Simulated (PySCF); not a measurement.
# How good is the calculation?

Molfile (atoms numbered from 1):
```
C6H7NS
     RDKit          3D

 15 15  0  0  0  0  0  0  0  0999 V2000
    2.8717   -0.3220    0.1308 C   0  0  0  0  0  0  0  0  0  0  0  0
    1.8650    1.1416    0.3607 S   0  0  0  0  0  0  0  0  0  0  0  0
    0.2541    0.4917    0.1171 C   0  0  0  0  0  0  0  0  0  0  0  0
   -0.8240    1.3779    0.2198 C   0  0  0  0  0  0  0  0  0  0  0  0
   -2.0955    0.8825    0.0341 C   0  0  0  0  0  0  0  0  0  0  0  0
   -2.2616   -0.4693   -0.2489 C   0  0  0  0  0  0  0  0  0  0  0  0
   -1.1294   -1.2568   -0.3301 C   0  0  0  0  0  0  0  0  0  0  0  0
    0.1075   -0.7968   -0.1518 N   0  0  0  0  0  0  0  0  0  0  0  0
    3.9044    0.0062    0.2506 H   0  0  0  0  0  0  0  0  0  0  0  0
    2.7245   -0.7373   -0.8645 H   0  0  0  0  0  0  0  0  0  0  0  0
    2.6311   -1.0776    0.8766 H   0  0  0  0  0  0  0  0  0  0  0  0
   -0.6521    2.4245    0.4409 H   0  0  0  0  0  0  0  0  0  0  0  0
   -2.9530    1.5416    0.1084 H   0  0  0  0  0  0  0  0  0  0  0  0
   -3.2434   -0.8986   -0.4021 H   0  0  0  0  0  0  0  0  0  0  0  0
   -1.2101   -2.3178   -0.5492 H   0  0  0  0  0  0  0  0  0  0  0  0
  1  2  1  0
  2  3  1  0
  3  4  2  0
  4  5  1  0
  5  6  2  0
  6  7  1  0
  7  8  2  0
  8  3  1  0
  1  9  1  0
  1 10  1  0
  1 11  1  0
  4 12  1  0
  5 13  1  0
  6 14  1  0
  7 15  1  0
M  END
```

Published estimates (parent shift plus substituent increments) and measurements: δ ¹³C C3 160.0; C7 149.3; C5 135.9; C6 121.5; C4 119.1 ppm (estimated from measurements, as parent shift plus tabulated substituent increment; solution, not stated per compound (mostly CDCl3 or CCl4); Pretsch, Buehlmann, Badertscher, Structure Determination of Organic Compounds, 4th ed. (2009)).

- structure optimised with PBE0-D3(BJ)/def2-TZVP
- shieldings: GIAO B97-2/pcSseg-2
- program: PySCF 2.14
- gas phase, relativity neglected, one computed conformer, rapidly exchanging positions averaged

Q: What does the calculation give, and how does it compare?

A: 
Reference values: estimated from measurements, as parent shift plus tabulated substituent increment (solution, not stated per compound (mostly CDCl3 or CCl4); Pretsch, Buehlmann, Badertscher, Structure Determination of Organic Compounds, 4th ed. (2009)).
```tsv
atoms	quantity	reference	computed	computed, scaled
C3	δ ¹³C	160.0	172.6	160.8
C7	δ ¹³C	149.3	157.4	149.9
C5	δ ¹³C	135.9	141.3	134.4
C6	δ ¹³C	121.5	122.7	116.4
C4	δ ¹³C	119.1	127.3	120.8
```

Computed shifts are σ(ref) − σ with the named reference compound (TMS for H and C) calculated as an isolated molecule at the same level. The measured values may be among those fitted. Empirical linear scaling, fitted to shifts measured mostly in CDCl3 for H and C (δ vs TMS): ¹³C: δ = 176.90 − 0.966σ -3.8 per attached S (rms 2.0 ppm, 686 shifts, 2.1 ppm with the 3 outliers that the fit left out). A few per cent of atoms miss by over 2 rms, more outside the fitted compound classes.

Q: How far are the unscaled ¹³C shifts from the references?

A: Mean signed difference +7.10 ppm, mean absolute 7.10 ppm over 5 comparisons; the largest is +12.6 ppm at C3 (aromatic carbon bearing sulfur).
